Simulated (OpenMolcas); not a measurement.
# Levels of Se+ by method

```yaml
Program: OpenMolcas
Basis: ANO-RCC-VTZP [6s5p3d1f]
Scalar_Hamiltonian: DKH2, point nucleus
Active_space: 5 electrons in 9 orbitals (RAS2 4s 4p; RAS3 4d, at most 2 electrons)
State_averaging: 2S+1 = 4 odd, 1 root; 2S+1 = 2 odd, 8 roots; 2S+1 = 4 even, 3 roots; 2S+1 = 2 even, 8 roots
Spin-orbit_coupling: state interaction with AMFI integrals over the reference wave functions, term energies averaged over their components
```

Methods on the same reference wave functions:
A. RASSCF
B. SS-RASPT2, IPEA 0.25 Eh, imaginary shift 0.1 Eh (closed shells correlated: 3d)
C. XMS-RASPT2, IPEA 0.25 Eh, imaginary shift 0.1 Eh (closed shells correlated: 3d)

Energies in cm⁻¹ above 4s² 4p³ ⁴S°_3/2, the measured ground level; measured values from NIST Handbook of Basic Atomic Spectroscopic Data.

```tsv
Level	A	B	C	Measured
4s² 4p³ ⁴S°_3/2	0.0	0.0	0.0	0.0
4s² 4p³ ²D°_3/2	16578	14160	14130	13168
4s² 4p³ ²D°_5/2	17041	14620	14590	13784
4s² 4p³ ²P°_1/2	26715	24340	24340	23038
4s² 4p³ ²P°_3/2	27284	24920	24920	23895
4s 4p⁴ ⁴P_5/2	82761	82710	82490	83877
4s 4p⁴ ⁴P_3/2	84333	84290	84070	85580
4s 4p⁴ ⁴P_1/2	85259	85220	85000	86438
```

Deviations, from unrounded energies. A percentage is the sum of absolute deviations over the sum of measured energies, with the sign that they share, or ± where signs differ.

```
                        Against measurement  Levels      A     B     C
             mean absolute deviation (cm-1)       7   2500  1100  1200
other terms of the ground configuration (%)       4  +18.6  +5.6  +5.5
                   other configurations (%)       3   -1.4  -1.4  -1.7
```

B lies closest to measurement on these levels and A furthest from it. The largest miss of B in the table is 4s² 4p³ ²P°_1/2, by +1300 cm-1. The ranking rests on the paired levels alone, and a cruder setting can come out closer through cancelling errors.

Between B and C the level of the table that moves most is 4s 4p⁴ ⁴P_1/2, by 220 cm-1 (lowest in C, highest in B). Moves below CASPT2's spread within the term are not significant.

From A to B the spin-free energies of the other terms of 4s² 4p³ shown, above ⁴S°, scale by factors of 0.86 to 0.91.

The lowest spin-free term lies below A's lowest term by 0.074 hartree in B, 0.074 hartree in C.

Term energies are means over components that CASPT2 splits; among the terms shown or strongly mixed into the levels shown the widest spread is 64 cm-1 (4s² 4p³ ²D°, C). The run also gave levels led by 4s² 4p² 4d, which use shells meant for correlation; these and all levels above them are left out. Some terms mix strongly with configurations of 4d, whose occupation reaches 0.18 (4s 4p⁴ ⁴P). Without dynamic correlation excited terms often stand tens of per cent too high (terms of higher spin than the ground term too low), and those without a measured partner can miss by more than the paired ones (holds for A). Computed and measured levels are paired by configuration, term and J; levels that our copy of the source lacks, or whose pairing is in doubt (as where it misses far off the trend of its configuration), stay unpaired and out of the deviations. Levels of configurations outside the active space are missing. The table leaves out levels that lie high or whose names do not pair safely across all columns.

° marks odd parity.
